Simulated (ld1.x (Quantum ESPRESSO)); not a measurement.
**Nd (Z = 60), RRKJ: configuration errors across variants**

neodymium (Nd), norm-conserving RRKJ (Kleinman–Bylander form), made with ld1.x (Quantum ESPRESSO) 7.5 (LDA (PZ), scalar-relativistic). Core [Kr] 4d10, reference 4f4 5s2 5p6 5d0 6s0 6p0 (charge +2). Waves: 5s (bound): rc 1.60 bohr; 5p (bound): rc 2.50 bohr; 5d (bound, empty): rc 2.85 bohr; 4f (bound): rc 1.10 bohr. Local part: all-electron potential smoothed inside 1.70 bohr (lloc = -1). Core correction: Bessel-smoothed model core inside 1.00 bohr. rho0 = 0.02.

All-electron excitation energies from the reference (eV): (1) 4f4 5s2 5p6 5d0 6s2 6p0 -16.986; (2) 4f4 5s2 5p6 5d0 6s1 6p0 -10.990; (3) 4f3 5s2 5p6 5d0 6s0 6p0 22.759; (4) 4f4 5s2 5p6 5d0 6s0 6p2 -11.985; (5) 4f4 5s2 5p6 5d0 6s1 6p1 -14.560; (6) 4f3 5s2 5p6 5d0 6s2 6p0 -8.573; (7) 4f4 5s1 5p6 5d0 6s2 6p0 28.874; (8) 4f4 5s2 5p6 5d0 6s0 6p0 spin -2.366; (9) 4f4 5s2 5p6 5d0 6s2 6p0 spin -19.287.

Spin tests fill each open shell by Hund’s rule, majority spin first.

Errors AE − PS in meV (a dash: test not solved or not reliable):

```tsv
change	(1)	(2)	(3)	(4)	(5)	(6)	(7)	(8)	(9)	bound ghosts
base	+322	+233	+72	+93	+222	+1197	+738	+233	+529	none
wave 4f (bound): rc 1.10 bohr becomes 4f (bound): rc 0.72 bohr	+322	+234	-16	+93	+222	+1161	+732	+65	+369	none
wave 4f (bound): rc 1.10 bohr becomes 4f (bound): rc 0.88 bohr	+322	+234	+6.4	+93	+222	+1168	+734	+117	+418	none
wave 4f (bound): rc 1.10 bohr becomes 4f (bound): rc 1.02 bohr	+322	+233	+43	+93	+222	+1184	+736	+184	+483	none
wave 4f (bound): rc 1.10 bohr becomes 4f (bound): rc 1.18 bohr	+321	+233	+96	+93	+222	+1210	+740	+272	+567	none
wave 4f (bound): rc 1.10 bohr becomes 4f (bound): rc 1.52 bohr	+320	+232	+314	+94	+221	+1337	+753	+603	+885	none
wave 4f (bound): rc 1.10 bohr becomes 4f (bound): rc 1.64 bohr	+320	+232	+402	+94	+221	+1392	+756	+712	+989	none
```

Q: Give the same row for: wave 4f (bound): rc 1.10 bohr becomes 4f (bound): rc 1.34 bohr.

A: +321, +233, +175, +93, +222, +1254, +745, +400, +690; bound ghosts: none.
